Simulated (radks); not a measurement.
Results of a calculation; reference values are marked as such.
Effect of the nuclear size on the calcium ion Ca+, [Ar] 4s1. Code: a radial shooting solver on a logarithmic mesh with Libxc functionals. Model: Dirac Kohn-Sham, exchange-only LDA, spin-unpolarised, spherical densities, finite nucleus; Fermi nuclear charge, rms radius 3.4776 fm. The rms radius is varied about that value; shifts are against it.

rms radius (fm),total energy shift (eV),density at nucleus (e/bohr^3),1s1/2 shift (meV),2s1/2 shift (meV)
3.0951,-0.00624,6138,-2.63,-0.208
3.2272,-0.00416,6131,-1.76,-0.139
3.4776,0,6120,0.000,0.000
3.801,0.00582,6106,2.46,0.194
3.9436,0.00855,6100,3.61,0.285

Slopes of the eigenvalues against <r^2> in GHz/fm^2, as finite differences over the two radii next to the reference (eigenvalue slopes, not the field-shift constants of lines): 1s1/2 253, 2s1/2 19.9.
